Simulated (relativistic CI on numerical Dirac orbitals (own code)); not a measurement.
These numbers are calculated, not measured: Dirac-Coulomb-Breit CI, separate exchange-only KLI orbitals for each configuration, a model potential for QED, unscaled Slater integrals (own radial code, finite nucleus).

Configurations in the expansion (outside the closed core 1s2): 2s²2p⁴, 2s2p⁵, 2p⁶, 2p⁵3s, 2p⁵3p, 2p⁵3d, 2s²2p³3s, 2s²2p³3p, 2s²2p³3d, 2s2p⁴3s, 2s2p⁴3p, 2s2p⁴3d, 2s²2p³4s, 2s²2p³4p, 2s²2p³4d, 2s²2p³4f, 2s2p⁴4s, 2s2p⁴4p, 2s2p⁴4d, 2s²2p²3s², 2s2p⁴4f, 2s²2p³5s, 2s²2p³5p, 2s²2p³5d, 2s²2p²3s3p, 2s²2p³5f, 2s²2p³5g, 2s²2p²3p², 2s²2p²3s3d, 2s²2p²3p3d, 2s2p³3s², 2s²2p²3d², 2s2p³3s3p, 2s2p⁴5s, 2s2p⁴5p, 2s2p³3p². Levels of other configurations are missing.

At this charge energies of transitions that change n are usually good to better than 1 %, and those within a shell (Δn = 0) to a few per cent.

Outline of the computed level scheme of Ni XXI. Lowest level of each configuration: 2s²2p⁴ ³P2 at 0.00 eV; 2s2p⁵ ³P°2 at 130.34 eV; 2p⁶ ¹S0 at 301.71 eV; 2s²2p³3s ⁵S°2 at 987.91 eV; 2s²2p³3p ⁵P1 at 1020.32 eV; 2s²2p³3d ⁵D°3 at 1063.96 eV.

Some strong electric-dipole decays among the lowest 45 levels: 2s²2p³3s ³S°1 → 2s²2p⁴ ³P2 (3.4e+12 s⁻¹); 2s²2p³3s ¹D°2 → 2s²2p⁴ ¹D2 (3.0e+12 s⁻¹); 2s²2p³3s ³D°1 → 2s²2p⁴ ³P1 (2.1e+12 s⁻¹); 2s²2p³3s ¹P°1 → 2s²2p⁴ ¹S0 (2.0e+12 s⁻¹); 2s²2p³3s ³P°0 → 2s²2p⁴ ³P1 (1.6e+12 s⁻¹); 2s²2p³3s ³D°3 → 2s²2p⁴ ³P2 (1.6e+12 s⁻¹); 2s²2p³3s ³D°2 → 2s²2p⁴ ³P2 (1.4e+12 s⁻¹); 2s²2p³3s ¹P°1 → 2s²2p⁴ ¹D2 (1.3e+12 s⁻¹).

LS names give the leading component of a level, which can be under half, so a name can repeat, a term be missing and a line seem to break the LS rules.
